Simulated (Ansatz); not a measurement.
AlI2, charge +1, singlet, geometry from GFN2-xTB (such geometries of metal compounds can be far from the true shape) (core potentials on I), with bond 3-1 at 1.8 times its length; Ansatz (a program for electronic structure) with SC-NEVPT2/def2-SVP, CASSCF(6,4).

The Ansatz input:
Ansatz 0.2 input:
```yaml
crystal:
  periodic: [false, false, false]
  atoms:
    - {symbol: Al, position_ang: [0.00000000, 0.00000000, 0.00000000]}
    - {symbol: I, position_ang: [-0.00000000, -0.00000000, -2.47380836]}
    - {symbol: I, position_ang: [0.00000000, 0.00000000, 4.45285505]}
basis:
  gaussian:
    orbitals: def2-SVP
total_charge: 1
magnetization: {spin_polarized: false}
correlation: {method: sc_nevpt2, electrons: all, active_space: {window: {electrons: 6, orbitals: 4}}}
```

It wrote (shortened):

```
Functional definition: HF
830 factors; integrals over basis functions are off by at most 4.7e-4 eV
mean field evaluation 1: about -22709.5069 eV, gradient 2.6e1 eV
mean field evaluation 2: about -22709.5591 eV, gradient 2.6e1 eV
mean field evaluation 4: about -22713.5555 eV, gradient 1.3e1 eV
mean field evaluation 8: about -22716.6324 eV, gradient 3.2e0 eV
mean field evaluation 16: about -22716.6968 eV, gradient 6.4e-7 eV
mean field evaluation 32: about -22715.0918 eV, gradient 8.0e-2 eV
mean field evaluation 64: about -22705.3933 eV, gradient 1.1e1 eV
mean field evaluation 96: about -22707.9097 eV, gradient 7.0e0 eV
mean field evaluation 128: about -22703.7379 eV, gradient 1.6e1 eV
mean field evaluation 160: about -22714.2972 eV, gradient 9.6e0 eV
mean field evaluation 192: about -22716.6964 eV, gradient 2.0e-1 eV
mean field -22716.69677001 eV, -834.8232083678 hartree, gradient 4.7e-6 eV, S^2 0.000000; 15 other end points of the search recorded, 0 dependent functions left out; unrestricted orbitals would lower it
reference -22716.69677001 eV, -834.8232083678 hartree; 31, 31 occupied and 39, 39 virtual orbitals, 830 factors
state -22718.82080654 eV, -834.9012652704 hartree
state -22718.82080654 eV, -834.9012652704 hartree; corrected -22726.42561947 eV, -835.1807369909 hartree
WARN: 2 active orbitals are nearly empty or full. The corrections depend on them more than the energy does, and are more stable in an active space without them
Total energy: -22726.42561947 eV, -835.1807369909 hartree
```
